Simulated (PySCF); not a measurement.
Molecule: SMILES N#C[C@@]12CC=C[C@@H]1C2, C7H7N.

Bonds (- single, = double, # triple, : aromatic): N1#C2, C2-C3, C3-C4, C4-C5, C5=C6, C6-C7, C7-C8, C7-C3, C8-C3. C4 carries H9, H10; C5 carries H11; C6 carries H12; C7 carries H13; C8 carries H14, H15. Stereochemistry as in N#C[C@@]12CC=C[C@@H]1C2. H15 is cis to C6 on the ring; H10 is cis to C8 on the ring; H14 is trans to C6 on the ring; H9 is trans to C8 on the ring.

Frames of a GFN2-xTB Langevin trajectory at 200 K; GIAO PBE0/pcSseg-1 shieldings in PySCF 2.14.0 with density-fitted response routines, gas phase, non-relativistic; equivalent atoms averaged within each frame.

Scale: 15N (σref 267.73) against NH3; 13C (σref 186.93) and 1H (σref 31.72) vs TMS (reference shieldings calculated alike). The references are static minima.

Q: How do the shifts (ppm) fluctuate along the trajectory?

A: 
```tsv
time (fs)	N1	C6	C5	C2	C4	C7	C8	C3	H12	H11
optimised geometry	294.0	142.2	137.7	126.8	44.6	40.0	28.3	14.2	6.22	5.66
250	297.0	146.7	144.0	128.2	44.1	35.9	29.5	13.6	6.92	5.39
425	289.1	137.5	137.3	127.0	42.3	40.3	28.3	14.6	6.13	5.38
625	296.3	141.9	134.2	127.8	42.9	43.0	23.5	14.5	6.76	5.83
800	286.4	144.7	142.0	126.4	44.5	48.6	26.9	13.7	5.86	5.41
1000	304.2	136.8	144.3	127.4	45.3	32.4	20.1	25.2	6.05	6.63
mean of frames	294.6	141.5	140.3	127.4	43.8	40.0	25.7	16.3	6.34	5.73
standard deviation	7.0	4.3	4.4	0.7	1.2	6.3	3.8	5.0	0.47	0.54
```

5 frames give an uncertainty of the mean of about the standard deviation over 2.2 at best, since frames this close in time may not be independent; classical motion lacks zero-point vibration, and the reference would need the same averaging.
